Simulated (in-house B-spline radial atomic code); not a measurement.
Computed with a B-spline radial atomic code. Model: two electrons, singlet ground state, non-relativistic, full CI in B-splines with partial waves to l = 8 (at full coupling up to 3e-4 hartree above the limit, correlation up to 0.6 % small), density held at that of full coupling by Lieb maximisation.

Along the adiabatic connection the electron repulsion is scaled by a coupling λ while a local potential keeps the density fixed. At λ = 0 the system is the Kohn-Sham one and W equals the exchange energy; the exchange-correlation energy is the area under W between 0 and 1. The kinetic energy rises with λ as the electrons avoid each other, with dT/dλ = −λ dW/dλ.

Command:
```bash
python run_ac.py task.json out
```
Settings (lengths in bohr, energies in hartree):
```
potential              coulomb
strength               2.54
lmax                   8
wall_radius            3.06
```

Run time, properties included: 5 s on 1 thread of Intel(R) Xeon(R) Processor @ 2.30GHz, on a shared host.

**W = mean repulsion less Hartree energy, and W of three functionals.**

Given: confinement point charge; nuclear charge 2.54; hard wall radius 3.06 bohr; external potential -Z/r.

Computed: LDA exchange minus exact 191.54 millihartree; SCAN exchange minus exact -4.0107 millihartree.

| coupling | W xc (hartree) | W xc minus exchange (millihartree) | kinetic minus Kohn-Sham (millihartree) | LDA (PW92) W minus its exchange (millihartree) | PBE W minus its exchange (millihartree) | SCAN W minus its exchange (millihartree) |
| --- | --- | --- | --- | --- | --- | --- |
| 0 | -1.3709 | 0 | 0 | 0 | 0 | 0 |
| 0.02 | ? | ? | ? | ? | ? | ? |
| 0.05 | -1.3756 | -4.712 | 0.1 | -25.95 | -4.57 | -4.52 |
| 0.12 | -1.382 | -11.177 | 0.7 | -50.19 | -11.03 | -10.62 |
| 0.25 | -1.3937 | -22.797 | 2.8 | -84.59 | -22.91 | -21.42 |
| 0.4 | ? | ? | ? | ? | ? | ? |
| 0.6 | -1.4226 | -51.775 | 15 | -150.61 | -53.26 | -47.87 |
| 0.8 | -1.4378 | -66.973 | 25.7 | -179.72 | -69.38 | -61.6 |
| 1 | -1.4522 | -81.285 | 38.5 | -205.09 | -84.61 | -74.48 |
| 1.4 | -1.4784 | -107.53 | 69.9 | -248.06 | -112.67 | -98.09 |
| 2 | -1.5127 | -141.84 | 128 | -299.63 | -149.57 | -129.08 |
| 3 | -1.5593 | -188.47 | 243.6 | -364.88 | -200.38 | -171.82 |
| 4.5 | -1.6119 | -241.06 | 438.7 | -435.36 | -259.2 | -221.41 |
| 7 | -1.6715 | -300.59 | 775.4 | -514.96 | -329.22 | -280.02 |
| 10 | -1.7176 | -346.69 | 1162.3 | -578.83 | -387.36 | -327.36 |

Problem. What belongs in the row 0.02?

Solution. W xc (hartree): -1.3728; W xc minus exchange (millihartree): -1.894; kinetic minus Kohn-Sham (millihartree): 0; LDA (PW92) W minus its exchange (millihartree): -12.57; PBE W minus its exchange (millihartree): -1.82; SCAN W minus its exchange (millihartree): -1.83.

Problem. What belongs in the row 0.4?

Solution. W xc (hartree): -1.4065; W xc minus exchange (millihartree): -35.61; kinetic minus Kohn-Sham (millihartree): 7; LDA (PW92) W minus its exchange (millihartree): -116.1; PBE W minus its exchange (millihartree): -36.25; SCAN W minus its exchange (millihartree): -33.18.

Problem. What is the PBE exchange minus exact?

Solution. 20.669 millihartree.

**Energy parts, natural occupations and partial-wave weights.**

Computed: total energy -5.0145 hartree; exchange energy -1.3709 hartree; kinetic part of the DFT correlation energy 0.038522 hartree; kinetic part over minus potential part 0.47392; Hartree energy 2.7417 hartree; Kohn-Sham kinetic 5.0149 hartree; Lieb Oxford ratio E_xc over LDA exchange 1.1987.

```tsv
natural	occupation of the shell (electrons)
s	1.9908
p	0.004796
s	0.0038629
d	0.00021965
p	?
s	6.8215e-05
```

Problem. What belongs in the row p?

Solution. occupation of the shell (electrons): 0.00016152.

```tsv
wave	weight
s	0.99737
p	0.0024865
d	?
f	1.7192e-05
g	3.9846e-06
```

Problem. What belongs in the row d?

Solution. weight: 0.00012291.

Problem. What is the initial slope twice GL2?

Solution. -0.095027 hartree.

Problem. What is the correlation energy?

Solution. -0.042762 hartree.

Half-way to full coupling W has made 54 % of its drop, against 50 % for a straight line, and second-order (GL2) theory, half the initial slope, overshoots the correlation energy by about 11 %: a moderate bend, as in light atoms. Over couplings 0 to 1 the errors in E_xc come to about +109 millihartree for LDA, +19 millihartree for PBE, -0.8 millihartree for SCAN, so SCAN is nearest. In LDA and PBE and SCAN the errors of exchange and correlation have opposite signs, so the sum is smaller than the larger of the two.
